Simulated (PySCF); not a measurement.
# How methods differ on the excitation energy of Ge⁺

Ge⁺ [Ar] 3d10 4s2 4p1 (2P) → Ge⁺ [Ar] 3d10 4s1 4p2 (4P), as a difference of total energies. Computed with PySCF 2.14 in def2-TZVPPD, with the non-relativistic Hamiltonian (point nucleus). Correlated levels: valence: [Ar] 3d10 frozen. The calculations carry no spin-orbit coupling.

```tsv
method	excitation energy (eV)
UHF	4.560
MP2 (valence)	5.351
CCSD(T) (valence)	5.646
CCSDT (valence)	5.653
```

Question: Estimate what CCSD (valence) gives.

Answer: 5.627 eV, closest to CCSD(T) (valence) among the rows shown.

Question: Estimate what SCS-MP2 (valence) gives.

Answer: 5.649 eV, closest to CCSD(T) (valence) among the rows shown.

These non-relativistic numbers lack the scalar-relativistic shift.

Errors of the correlated levels include the incompleteness of this basis and the frozen core.

For comparison: 6.389 eV (measured; NIST levels, between the centres of gravity of the two terms).
